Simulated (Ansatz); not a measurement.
`C[SiH](O)CS` + `[OH][GeH2][O][SiH3]` → `C[SiH](O)[O][GeH2][OH]` + `[SiH3]CS`  (redistribution)

Program: Ansatz. Geometries: PBE0-D4/def2-TZVP. ΔE: electronic, gas phase. CBS: MP2 limit from def2 TZ/QZ plus the TZ coupled-cluster correction, frozen cores. Functionals use def2-TZVPP. For Ge outer-core shells are correlated without core-valence functions, which leaves a few kJ/mol of doubt a bond. Scalar relativity is left out up to krypton. One conformer a species, not always the lowest.

| species | r2SCAN-D4 energy (Eh) |
| --- | --- |
| `C[SiH](O)CS` | -843.95360 |
| `[OH][GeH2][O][SiH3]` | -2520.60367 |
| `C[SiH](O)[O][GeH2][OH]` | -2635.22025 |
| `[SiH3]CS` | -729.34703 |

Work out ΔE.

ΔE = (-2635.22025) + (-729.34703) − (-843.95360) − (-2520.60367) = -0.01001 Eh = -6.3 kcal/mol. CCSD(T)/CBS gives -5.8 kcal/mol.

Largest T1 diagnostic among the species: 0.012.

In def2-TZVPP, CCSD(T) changes the Hartree–Fock value by −1.3 kcal/mol (the triples alone add −0.2 kcal/mol) and MP2 by −0.9 kcal/mol.
